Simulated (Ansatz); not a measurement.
Coupled-cluster diagnostics for the cluster Pb₂O₃, Ansatz.

Geometry of the singlet (PBE-D4/def2-SVP):

Cartesian coordinates in Å:
```
Pb -0.5238 -0.3307 0.6531
Pb 1.3645 0.8464 -1.7004
O -0.6760 0.1807 -1.4253
O 1.5091 0.3034 0.3891
O -1.6738 -0.9998 2.0836
```

In the def2 sets Pb takes a core potential; there is no spin–orbit coupling. Correlated methods freeze 11 core orbitals; core or outer-core shells of Pb are correlated, in sets that lack core-valence functions. Another isomer (singlet) lies 1.17 eV lower at PBE0-D4/def2-TZVP; other spin states weren't run for this one.

Q: Estimate the CCSD(T) correlation energy, the shares of MP2 and (T), T1 and the reference's ⟨S²⟩ for: charge 0, singlet, own geometry in def2-TZVPP; and the rough time on 4 threads of Arm Neoverse V2 on a shared host.

A: 
```json
{"state": "charge 0, singlet, own geometry", "basis": "def2-TZVPP", "correlation (eV)": "-41.677", "MP2 share (%)": "101.6", "(T) share (%)": "4.6", "T1": "0.030", "⟨S²⟩ (pure)": "0.00 (0.00)", "wall time": "1.9 min", "remarks": "large T1, restricted SCF unstable"}
```
Customary marks for T1 are 0.02 (closed shells), 0.045 (open shells) and about 0.05 (3d metals). T1 exceeds 0.02 in 1 of 1 rows and 0.045 in 0; the higher it lies, the less the single-reference result can be trusted.
